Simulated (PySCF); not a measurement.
**Structure revision by computed shifts**

A compound C₆H₁₁NO₂Si gives the data below (simulated from a calculation) and was assigned the structure `CN(C)[Si@@H](O)c1ccoc1`.

¹³C{¹H} NMR (computed): δ 209.6 (C), 165.2 (C), 143.4 (CH), 140.9 (CH), 44.8 (CH2), 4.2 (CH2).

¹H NMR (600 MHz, computed): δ 7.35 (d, 1H), 6.82 (d, 1H), 5.21 (br, 1H), 4.93 (br, 1H), 4.12 (t, 3H), 2.87 (t, 2H), 0.78 (m, 2H).

PySCF 2.14.0 with density-fitted response routines calculation with geometry from GFN2-xTB and σ from GIAO-PBE0/pcSseg-1; non-relativistic, fast rotation and ring inversion assumed for equivalent nuclei, gas phase, single conformer.

Shifts are taken against calculated references (same method and geometry level): TMS for ¹H (31.72 ppm) and ¹³C (186.93 ppm).

**Question.** Compare with the shifts computed for the proposed structure, pairing carbons in order of shift.

**Answer.** Mapped SMILES: `[CH3:1][N:2]([CH3:3])[Si@@H:4]([OH:5])[c:6]1[cH:7][cH:8][o:9][cH:10]1`; H(Xn) means a hydrogen on atom n.

| atom | computed for proposal | given list | difference |
| --- | --- | --- | --- |
| C10 | 152.2 | 209.6 | -57.4 |
| C8 | 146.7 | 165.2 | -18.5 |
| C6 | 122.4 | 143.4 | -21.0 |
| C7 | 120.7 | 140.9 | -20.2 |
| C1 | 37.6 | 44.8 | -7.2 |
| C3 | 37.6 | 4.2 | +33.4 |

The rms difference is 30.7 ppm and the largest -57.4 ppm at C10 (aromatic CH next to the ring oxygen). The proposal also would give 5 carbon signals, not 6. The carbon types in order of shift don't match either: CH, CH, C, CH, CH3, CH3 for the proposal against C, C, CH, CH, CH2, CH2 in the data. The proposal doesn't fit.

**Question.** Which isomer fits?

**Answer.** SMILES NC(=O)/C=C/C(=O)CC[SiH3].

1. Carbon types of the structure: 2 × C, 2 × CH, 2 × CH2, leaving 5 H on heteroatoms.
2. δC 209.6: ketone carbonyl carbon; low-lying n→π* states of the double bond to the heteroatom give a large paramagnetic term (-277 ppm).
3. δC 165.2: amide carbonyl carbon; it is a carbonyl in resonance with an O or N lone pair, the region of acids, esters and amides.
4. δC 143.4, 140.9: β carbon of a C=C–C=O unit; conjugation with the carbonyl draws π density from the β position.
5. δH 0.78: hydrogen on an sp3 CH2 bonded to Si; an electropositive neighbour shields it, as in TMS itself.

The data come from this structure; uniqueness wasn't tested.

The OH or NH signal is concentration- and solvent-dependent in practice; the value given is the gas-phase one. The two substituents on the amide-type nitrogen aren't averaged: C–N rotation is slow on the NMR time scale. Shifts are as computed. Against solution values, carbons near 30 ppm lie about +3 ppm off and those near 130 ppm about +5 ppm. Of 1309 compounds with measured shifts, 239 miss one by over three times the rms of a fit or turn the order of signals round; such compounds aren't used in these exercises. The C=O carbon of an acid or of an amide with N–H lies up to 10 ppm further downfield in solution, through hydrogen bonding that the calculation lacks. No couplings were computed; multiplicities are counted from neighbouring protons, with m where these are inequivalent, close in shift, in a saturated or five-membered ring or joined by F or P, and br s for small geminal =CH2 splittings.
